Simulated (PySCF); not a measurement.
**Static response to an electric field**

Species: CH9Ge2NSi.
Geometry (PBE0-D3(BJ)/def2-SVP, Å), atoms numbered from 1 in this order:
```xyz
14
CH9Ge2NSi angstrom
C      2.012   -1.359    0.102
N      2.124   -0.672   -0.950
Ge     1.036    0.806   -1.287
Ge    -0.552    1.246    0.517
Si    -2.192   -0.479    0.594
H      1.287   -1.169    0.924
H      2.672   -2.233    0.261
H      1.986    1.993   -1.529
H      0.285    0.491   -2.594
H      0.180    1.343    1.871
H     -1.232    2.605    0.253
H     -1.522   -1.784    0.887
H     -3.224   -0.223    1.645
H     -2.866   -0.580   -0.736
```

Level: wB97X-D/def2-SVPD (PySCF), static field, nuclei fixed, core orbitals frozen in the response. The polarisability tensor in these axes (au):

```
x   125.35   0.14 -13.12
y     0.14 114.87  -6.86
z   -13.12  -6.86 110.20
```

**Question.** Give the principal values, the mean and the anisotropy Δα = √{½[(α1 − α2)² + (α2 − α3)² + (α1 − α3)²]}.

**Answer.** Principal values 100.21, 116.57 and 133.64 au; mean 116.81 au = 17.31 Å³ = 19.26 × 10⁻⁴⁰ C²·m²/J; Δα = 28.95 au (25 % of the mean).

**Question.** What is the dipole moment, and where does it point?

**Answer.** (-0.85, 0.02, 1.23) D, 1.49 D in size, pointing from the negative to the positive side. Measured along this direction, the outermost atoms are H8 and H9 at the negative end and H13 at the positive end.

**Question.** Rayleigh depolarisation ratio (linearly polarised light, static tensor)?

**Answer.** ρ = 3Δα²/(45ᾱ² + 4Δα²) = 2514.9/(613992 + 3353.2) = 0.00407.

**Question.** Sum over states: ᾱ = Σ f/ω², ω in Eh. What share falls to these 10 lowest TDDFT singlets (eV, f)? 4.20, 0.0006; 5.99, 0.0305; 6.43, 0.2475; 6.53, 0.0026; 6.72, 0.0268; 6.93, 0.0070; 7.01, 0.0984; 7.10, 0.0076; 7.27, 0.1583; 7.43, 0.0640.

**Answer.** They add up to 10.35 au, 8.9 % of the 116.81 au; the largest single term is 4.43 au, from the state at 6.43 eV. Terms in order: 0.02, 0.63, 4.43, 0.04, 0.44, 0.11, 1.48, 0.11, 2.22, 0.86 au. Higher excitations give the rest. The strengths listed sum to 0.643.

**Question.** Find the Langevin capture rate constant for H3+ (3.023 u) meeting this molecule (210.893 u), k = 2.342 × 10⁻⁹ cm³/s × √(α in Å³ / reduced mass in u).

**Answer.** The reduced mass is 2.98 u, so k = 5.64 × 10⁻⁹ cm³/s. The formula leaves out the permanent dipole, which adds to the capture rate.

**Question.** Molar refractivity from α?

**Answer.** Lorentz–Lorenz: R = (4π/3)N_A α = 2.5225 cm³/(mol·Å³) × 17.31 Å³ = 43.7 cm³/mol, in the limit of long wavelengths.

The structure is a single PBE0-D3(BJ)/def2-SVP conformer in the gas phase; no vibrational or solvent corrections. The calculation is non-relativistic, for germanium too.

wB97X-D is run here without its empirical dispersion term; that term would change no orbital, density or response property at a fixed geometry.
